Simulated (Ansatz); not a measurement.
This Ansatz (a first-principles code) input (wB97M-V/pcseg-1) gives -1.15678 Eh with 10 basis functions. A basis named .json is the Basis Set Exchange file of that set (core-valence sets with the plain set on hydrogen).

Ansatz 0.2 input:
```yaml
crystal:
  periodic: [false, false, false]
  atoms:
    - {symbol: H, position_ang: [-0.73305950, -1.37736727, -2.70643135]}
    - {symbol: H, position_ang: [-0.53038997, -1.97220017, -2.30717024]}
basis:
  gaussian:
    orbitals: pcseg-1.json
hamiltonian:
  xc: {name: wB97M-V}
magnetization: {spin_polarized: false}
```

Change:
```diff
- orbitals: pcseg-1.json
+ orbitals: def2-QZVPP.json
```

Question: What does the run give now?

Answer: -1.16215 Eh (wB97M-V/def2-QZVPP, 60 functions), a change of -5.37 mEh.
